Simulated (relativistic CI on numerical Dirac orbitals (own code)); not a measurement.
**What each ingredient does to the levels of Ce XXIX**

Base calculation: Dirac-Coulomb-Breit CI, separate exchange-only KLI orbitals for each configuration, model QED (radiative potential, 1s self-energy scaled to tabulated hydrogen-like ionisation energies), unscaled Slater integrals.

CI space (outside the closed core [Ar] 3d10): 4s², 4s4p, 4p², 4s4d, 4d², 4s4f, 4p4d, 4f², 4p4f, 4d4f, 4s5s, 4s5p, 4s5d, 4s5f, 4s5g, 4s6s. Levels of other configurations are missing.

Variants: (1) one mean potential for all configurations. Shifts of the energy above 4s² ¹S0, in cm⁻¹, for the lowest level and the first level of each name with at least 55 % of one term (blank where a level changes its place among those of its configuration and J or its character, or is not in the variant):

```
    Level     Base  Δ(1)
  4s² ¹S0        0     0
4s4p ³P°0   429018  +161
4s4p ³P°1   460299  +156
4s4p ³P°2   644270  +157
4s4p ¹P°1   753189  +139
  4p² ³P0   996617  +312
  4p² ³P1  1179619  +301
  4p² ¹D2  1185345  +294
  4p² ³P2  1386888  +273
  4p² ¹S0  1468824  +299
 4s4d ³D1  1484266  +126
 4s4d ³D2  1498409  +128
 4s4d ³D3  1527307  +121
 4s4d ¹D2  1614694  +157
4p4d ³F°2  1937212  +273
4p4d ³F°3  2020691  +262
4p4d ³D°1  2032533  +293
4p4d ³F°4  2187869  +221
4p4d ³P°0  2213363  +264
4p4d ³P°1  2219044  +263
4p4d ¹P°1  2331085  +272
4s4f ³F°2  2411003  -362
```

At this charge energies of transitions that change n are usually good to better than 1 %, and those within a shell (Δn = 0) to a few per cent.

Ionisation energy from the two ground configurations alone: base 1059.2 eV. The NIST ASD value (theoretical) is 1060 eV.

LS names give the leading component of a level, which can be under half, so a name can repeat, a term be missing and a line seem to break the LS rules.
